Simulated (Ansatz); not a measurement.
`BC(C)O[SiH3]` → B• + 2 C• + 9 H• + O• + Si•  (atomization)

Program: Ansatz. Geometries: PBE0-D4/def2-TZVP. ΔE: electronic, gas phase. CBS: MP2 limit from def2 TZ/QZ plus the TZ coupled-cluster correction, frozen cores. This one scheme is used for every species, atoms too. Functionals use def2-TZVPP. HSE06 is defined as in plane-wave codes. Open shells (•) are unrestricted, without spin–orbit coupling. Spin–orbit coupling would lower the free atoms: a little for B, C, O, Si. Each species was taken in one conformer, which may not be the lowest.

Task: What is ΔE at CCSD(T)/CBS? (An estimate is asked.)

Result: Computed: +5054.2 kJ/mol.

Task: What do these levels give: LDA (SPW92), revPBE-D4, HSE06-D4, B2PLYP, PBE, revPBE? (Estimate.)

Result: Computed: LDA (SPW92) 5696.5, revPBE-D4 4997.6, HSE06-D4 5050.9, B2PLYP 5010.8, PBE 5072.2, revPBE 4911.5 kJ/mol.

Largest T1 diagnostic among the species: 0.014.

From PBE to PBE0 (25 % exact exchange), in def2-TZVPP and without D4, ΔE moves by −46.8 kJ/mol: exact exchange takes away binding that semilocal exchange gives to molecules. The D4 term adds +43.1 kJ/mol with B3LYP and +22.8 kJ/mol with PBE0; it sums over pairs of atoms, weighted by their polarisabilities, and B3LYP, whose exchange is more repulsive, gets the larger term. In def2-TZVPP, CCSD(T) changes the Hartree–Fock value by +1102.0 kJ/mol (the triples alone add +54.2 kJ/mol) and MP2 by +1148.3 kJ/mol; breaking electron pairs costs correlation energy, which Hartree–Fock lacks.

B3LYP here is the variant with VWN-RPA as its local correlation; programs differ in this.

For atomizations the MP2-based limit and the directly extrapolated one differ by several kJ/mol either way, and by 10 to 25 for some Ge, Se and Sn compounds, so smaller differences from it don't rank the levels.
